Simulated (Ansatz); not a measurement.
Reaction (cleavage of the B–Si bond): `B[SiH2][SiH2][SiH3]` + `O[SiH]([SiH3])Cl` → `BO[SiH]([SiH3])Cl` + `[SiH3][SiH2][SiH3]`

Computed with Ansatz on PBE0-D4/def2-TZVP structures; ΔE is electronic, products minus reactants. CCSD(T)/CBS is the MP2 limit (def2-TZVPP, def2-QZVPP) plus CCSD(T) − MP2 in def2-TZVPP, frozen cores. Each species was taken in one conformer, which may not be the lowest.

| species | CCSD/def2-TZVPP energy (Eh) |
| --- | --- |
| `B[SiH2][SiH2][SiH3]` | -897.28218 |
| `O[SiH]([SiH3])Cl` | -1116.04014 |
| `BO[SiH]([SiH3])Cl` | -1141.44748 |
| `[SiH3][SiH2][SiH3]` | -871.93223 |

Task: Work out ΔE.

Result: ΔE = (-1141.44748) + (-871.93223) − (-897.28218) − (-1116.04014) = -0.05739 Eh = -1.56 eV. CCSD(T)/CBS gives -1.52 eV.

Largest T1 diagnostic among the species: 0.014.

From PBE to PBE0 (25 % exact exchange), in def2-TZVPP and without D4, ΔE moves by −0.04 eV. In def2-TZVPP, CCSD(T) changes the Hartree–Fock value by +0.17 eV (the triples alone add +0.01 eV) and MP2 by +0.13 eV.
